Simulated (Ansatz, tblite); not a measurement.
Two members of one family (Same ligands, another metal), computed with Ansatz in the gas phase; def2 core potentials for La, no spin–orbit coupling. The two geometries come from different levels. HOMO and LUMO are taken over both spins. Singlets are spin-restricted. Names give formal oxidation states. The structures are stationary points that may keep the symmetry of their start. Remarks come from the PBE and PBE0 runs and from stability tests at other levels; not every state was tested.

First: La(NH2)3 (singlet, charge 0, r2SCAN-D4/def2-SVP geometry).

```xyz
10

La   -0.359    0.058   -0.222
N    -0.119   -2.230   -0.498
H    -0.453   -2.970    0.125
H     0.420   -2.717   -1.220
N     1.059    1.435   -1.430
H     1.276    2.418   -1.246
H     1.670    1.172   -2.209
N    -1.066    0.814    1.850
H    -1.454    0.259    2.618
H    -0.974    1.760    2.231
```

```json
{"level": "PBE-D4/def2-TZVP", "HOMO (eV)": "-4.73", "LUMO (eV)": "-1.81", "gap (eV)": "2.92"}
{"level": "r2SCAN-D4/def2-TZVP", "HOMO (eV)": "-4.95", "LUMO (eV)": "-1.37", "gap (eV)": "3.59"}
{"level": "B97M-V/def2-TZVP", "HOMO (eV)": "-4.99", "LUMO (eV)": "-1.76", "gap (eV)": "3.23"}
{"level": "PBE0-D4/def2-SVP", "HOMO (eV)": "-5.77", "LUMO (eV)": "-1.12", "gap (eV)": "4.65"}
{"level": "HSE06-D4/def2-TZVP", "HOMO (eV)": "-5.59", "LUMO (eV)": "-1.53", "gap (eV)": "4.07"}
```

Metal–donor distances: 3 × N 2.32 Å.

Second: Co(NH2)3 (quintet, charge 0, PBE0-D4/def2-SVP geometry).

Cartesian coordinates in Å:
```
Co 0.0000 0.0000 -0.0001
N 1.6256 -0.6357 0.5149
H 1.8165 -1.1197 1.3875
H 2.4825 -0.5641 -0.0265
N -0.1905 0.8054 -1.6212
H 0.5489 0.9240 -2.3085
H -1.0513 1.2096 -1.9782
N -1.4350 -0.1696 1.1060
H -1.4169 -0.5898 2.0316
H -2.3798 0.1400 0.8944
```

**Question.** Estimate how these quantities change from the first to the second (second minus first).

**Answer.** 
```csv
level,Δ HOMO (eV),Δ LUMO (eV),Δ gap (eV)
PBE-D4/def2-TZVP,0.12,-1.77,-1.89
r2SCAN-D4/def2-TZVP,-0.23,-2.05,-1.83
B97M-V/def2-TZVP,-0.45,-1.81,-1.35
PBE0-D4/def2-SVP,-0.38,-0.65,-0.27
HSE06-D4/def2-TZVP,-0.58,-0.93,-0.36
```

Metal–donor distances: 3 × N 1.82 Å. The relaxed singlet lies at -0.26 eV (PBE-D4/def2-TZVP) to 0.69 eV (HSE06-D4/def2-TZVP) from the quintet, so the order hangs on the level. The relaxed triplet lies at -0.35 eV (PBE-D4/def2-TZVP) to -0.04 eV (PBE0-D4/def2-TZVP) from the quintet, nearly a tie at some levels. Remarks: triplet lower at PBE, spin states tie at PBE0, triplet lowest at PBE0, restricted SCF unstable in HF (singlet).
